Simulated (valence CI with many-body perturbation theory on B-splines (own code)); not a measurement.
Values are calculated unless marked as measured or tabulated.
# Sensitivity of CI+MBPT for Tm²⁸⁺

Method: relativistic CI+MBPT: five valence electrons over a frozen Dirac-Fock core [Kr], a basis of 6 s, 6 p, 5 d, 5 f, 1 g functions for each j, with the one-electron correlation potential Σ1 (screened to all orders), the two-electron term Σ2, the three-electron term Σ3, Breit, model QED; selected single and double excitations, second order for the rest, scaled by the run's own slope (own B-spline code, finite nucleus).

The last digits are not significant, and no measured levels were compared; by estimate large intervals hold to a few tenths of a per cent, small ones and those within an open d or f shell to about a per cent. Only levels of the ground parity were solved; by the run's estimate the other parity begins above the list, which can be wrong where configurations are misplaced.

The reference run has the lowest level (4d3/2^4 4d5/2) J=5/2 and an ionisation energy of 1051.25 eV. Its largest variational space holds 10000 state functions.

Levels are named by their leading jj configuration (3d3/2^4 stands for four electrons in 3d with j = 3/2), which in mixed levels can hold well under half, so a name can repeat and another be missing. Letters in brackets count levels of one name in rising energy.

Changed runs:
A. highest l with Σ1, explicit Σ2 and valence Breit (higher l get mean screening factors) 3 → 0
B. size limit of the variational space 10000 → 6000; selection threshold (hartree) 2e-08 → 2e-07
C. correlating orbitals by l 3 3 3 3 1 → 4 4 0 0 0
D. scale of Σ2 1 → 3 (bad on purpose)

Excitation energies of the reference run in cm⁻¹, and shifts in cm⁻¹:

| Level | Reference | A | B | C | D |
| --- | --- | --- | --- | --- | --- |
| (4d3/2^3 4d5/2^2) J=5/2 [a] | 63646 | -118 | -12 | -129 | +28 |
| (4d3/2^3 4d5/2^2) J=7/2 [a] | 96793 | +2147 | -57 | +628 | -3688 |
| (4d3/2^3 4d5/2^2) J=3/2 [a] | 100046 | +160 | -82 | +684 | -990 |
| (4d3/2^3 4d5/2^2) J=11/2 | 103488 | +4332 | -86 | +514 | -6293 |
| (4d3/2^3 4d5/2^2) J=9/2 | 112939 | +3517 | -68 | +835 | -5754 |
| (4d3/2^3 4d5/2^2) J=5/2 [b] | 118067 | +1931 | +3.0 | +927 | -3802 |
| (4d3/2^3 4d5/2^2) J=1/2 | 123467 | +22 | -53 | +997 | -1139 |
| (4d3/2^3 4d5/2^2) J=7/2 [b] | 134187 | +3518 | -68 | +1451 | -6457 |
| (4d3/2^2 4d5/2^3) J=5/2 [a] | 160759 | -625 | -41 | +457 | +555 |
| (4d3/2^3 4d5/2^2) J=3/2 [b] | 166877 | -373 | -92 | +1695 | +731 |
| (4d3/2^2 4d5/2^3) J=7/2 [a] | 177748 | +1586 | -89 | +594 | -3213 |
| (4d3/2^2 4d5/2^3) J=11/2 | 182549 | +4143 | -97 | +383 | -6399 |
| Ionisation energy (eV) | 1051.25 | +2.40 | -0.0056 | -0.08 | +6.39 |
